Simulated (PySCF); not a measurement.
trifluoromethoxyethane (C3H5F3O), SMILES FC(F)(OCC)F. Atoms are numbered in the order given.

```xyz
12

C      2.7178     0.1103    -0.5870
C      1.2330     0.1076    -0.8769
O      0.5440    -0.0422     0.3747
C     -0.7924    -0.0475     0.3219
F     -1.2900     1.0953    -0.1842
F     -1.2713    -1.0437    -0.4445
F     -1.2663    -0.2006     1.5502
H      3.0198    -0.8315    -0.1051
H      3.2819     0.2212    -1.5253
H      2.9803     0.9440     0.0812
H      0.9126     1.0503    -1.3498
H      0.9526    -0.7271    -1.5399
```

Coordinates come from a ωB97X-D3(BJ)/def2-SVP optimisation. One conformer was computed; it need not be the lowest.

Method: PBE/def2-TZVP (PySCF).

Atomic charges (e):

```tsv
atom	meta-Löwdin	Mulliken
C1	-0.35	-0.33
C2	-0.01	-0.09
O3	-0.34	-0.20
C4	0.87	0.42
F5	-0.27	-0.15
F6	-0.27	-0.15
F7	-0.24	-0.12
H8	0.13	0.13
H9	0.13	0.12
H10	0.13	0.13
H11	0.11	0.12
H12	0.11	0.12
```

Computed Mayer and Wiberg (Löwdin basis) orders of the bonds:
```tsv
bond	Mayer	Wiberg
C1–C2	1.03	1.34
C2–O3	0.91	1.35
O3–C4	1.25	1.69
C4–F5	1.16	1.76
C4–F6	1.16	1.76
C4–F7	1.22	1.82
C1–H8	0.96	0.90
C1–H9	0.95	0.89
C1–H10	0.96	0.90
C2–H11	0.95	0.87
C2–H12	0.95	0.87
```
